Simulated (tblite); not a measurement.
C5H4OSSi.
Numbering: `[O:1]=[CH:2][C:3]#[C:4][C:5]#[C:6][SiH2:7][SH:8]` (hydrogens: H9 on C2; H10, H11 on Si7; H12 on S8)

Computed with GFN2-xTB (tblite), gas phase: L-BFGS steps from a force-field or distance-geometry start until the largest atomic force falls under 0.01 eV/Å.

At the end of the run (lengths in Å): C4–C5 1.351, C6–Si7 1.846, C2–C3 1.421, O1=C2 1.203, Si7–H11 1.452, Si7–H10 1.458, C5≡C6 1.216, O1–C2–C3 125.9°, C5–C6–Si7 177.1°, C2–C3–C4 179.7°, C6–Si7–S8 107.6°, H10–Si7–S8–H12 58°.

**Question.** These geometries were met on the way; a selection of coordinates is given. Order them by energy above the end point, lowest first.
A. C4–C5 1.401, C6–Si7 1.897, C2–C3 1.463, O1=C2 1.200, Si7–H11 1.463, Si7–H10 1.467, C5≡C6 1.240, O1–C2–C3 123.3°, C5–C6–Si7 179.2°, C2–C3–C4 179.1°, C6–Si7–S8 106.9°, H10–Si7–S8–H12 62°
B. C4–C5 1.354, C6–Si7 1.852, C2–C3 1.423, O1=C2 1.205, Si7–H11 1.453, Si7–H10 1.459, C5≡C6 1.220, O1–C2–C3 125.6°, C5–C6–Si7 179.4°, C2–C3–C4 177.4°, C6–Si7–S8 108.9°, H10–Si7–S8–H12 63°
C. C4–C5 1.545, C6–Si7 1.854, C2–C3 1.430, O1=C2 1.239, Si7–H11 1.488, Si7–H10 1.492, C5≡C6 1.202, O1–C2–C3 120.2°, C5–C6–Si7 179.4°, C2–C3–C4 178.2°, C6–Si7–S8 107.8°, H10–Si7–S8–H12 63°
D. C4–C5 1.365, C6–Si7 1.857, C2–C3 1.429, O1=C2 1.194, Si7–H11 1.465, Si7–H10 1.469, C5≡C6 1.216, O1–C2–C3 126.7°, C5–C6–Si7 179.8°, C2–C3–C4 177.2°, C6–Si7–S8 108.8°, H10–Si7–S8–H12 64°
E. C4–C5 1.362, C6–Si7 1.895, C2–C3 1.456, O1=C2 1.216, Si7–H11 1.462, Si7–H10 1.465, C5≡C6 1.227, O1–C2–C3 125.7°, C5–C6–Si7 179.4°, C2–C3–C4 178.1°, C6–Si7–S8 107.6°, H10–Si7–S8–H12 63°

**Answer.** B (0.032 eV), D (0.060 eV), E (0.114 eV), A (0.204 eV), C (0.725 eV).

```json
{"step": "8", "E above end (eV)": "0.032", "rms distance from the end, all atoms (Å)": "0.082", "largest force (eV/Å)": "0.396", "rms shift of all bonds from the end (Å)": "0.004"}
{"step": "6", "E above end (eV)": "0.060", "rms distance from the end, all atoms (Å)": "0.089", "largest force (eV/Å)": "0.922", "rms shift of all bonds from the end (Å)": "0.010"}
{"step": "4", "E above end (eV)": "0.114", "rms distance from the end, all atoms (Å)": "0.100", "largest force (eV/Å)": "1.574", "rms shift of all bonds from the end (Å)": "0.021"}
{"step": "2", "E above end (eV)": "0.204", "rms distance from the end, all atoms (Å)": "0.112", "largest force (eV/Å)": "1.484", "rms shift of all bonds from the end (Å)": "0.027"}
{"step": "0", "E above end (eV)": "0.725", "rms distance from the end, all atoms (Å)": "0.125", "largest force (eV/Å)": "5.564", "rms shift of all bonds from the end (Å)": "0.062"}
```

Rows stand in the order of the answer.
